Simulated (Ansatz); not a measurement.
Mg₅O₇H₄⁺, a hydroxylated oxide cluster. The state is a doublet with charge 1. Geometry PBE-D4/def2-SVP, that of the neutral singlet; atoms count from 1.

```xyz
16

Mg    0.087    0.387   -1.484
Mg   -0.442   -1.924    0.084
Mg    0.308    0.460    1.374
Mg   -2.500   -0.462   -1.062
Mg   -0.886   -1.879   -2.587
O     0.523   -1.436    1.804
O     0.778    2.362    2.047
O    -1.159    0.128    0.213
O    -2.036   -2.368   -1.043
O     1.338    1.402   -0.209
O     0.696   -1.513   -1.509
O    -1.483    0.013   -2.674
H     1.269   -1.924    2.187
H     0.118    3.066    2.186
H     1.108    2.429    1.075
H     2.283    1.259   -0.402
```

Single mean-field runs in def2-TZVP are fitted with def2-universal-jkfit.

(1) Estimate the Mulliken populations from the PBE0/def2-TZVP orbitals of Ansatz.

(2) Where does the spin sit?

(3) And the Mayer bond orders between heavy atoms (over 0.3)?

Answers

(1) 
| atom | charge (e) | spin (α − β) |
| --- | --- | --- |
| Mg1 | 1.15 | -0.03 |
| Mg2 | 1.20 | -0.03 |
| Mg3 | 1.00 | 0.00 |
| Mg4 | 0.99 | 0.00 |
| Mg5 | 1.00 | -0.05 |
| O6 | -0.87 | 0.00 |
| O7 | -0.63 | 0.00 |
| O8 | -1.03 | 0.01 |
| O9 | -0.85 | 0.23 |
| O10 | -0.92 | 0.00 |
| O11 | -0.68 | 0.66 |
| O12 | -0.85 | 0.22 |
| H13 | 0.35 | 0.00 |
| H14 | 0.37 | 0.00 |
| H15 | 0.39 | 0.00 |
| H16 | 0.36 | 0.00 |
Mulliken values depend strongly on the basis.

(2) Summed by element: Mg -0.12, O 1.12, H 0.00, of 1 unpaired in all. Largest on single atoms: O11 0.66, O9 0.23, O12 0.22.

(3) Mg1–O10 0.39 (2.05 Å); Mg1–O11 0.38 (2.00 Å); Mg1–O12 0.50 (2.00 Å); Mg2–O6 0.37 (2.03 Å); Mg2–O9 0.50 (2.00 Å); Mg2–O11 0.38 (2.00 Å); Mg3–O6 0.50 (1.96 Å); Mg3–O7 0.34 (2.07 Å); Mg3–O8 0.62 (1.90 Å); Mg3–O10 0.30 (2.11 Å); Mg4–O8 0.59 (1.94 Å); Mg4–O9 0.54 (1.96 Å); Mg4–O12 0.54 (1.96 Å); Mg5–O9 0.59 (1.99 Å); Mg5–O11 0.48 (1.95 Å); Mg5–O12 0.60 (1.99 Å).
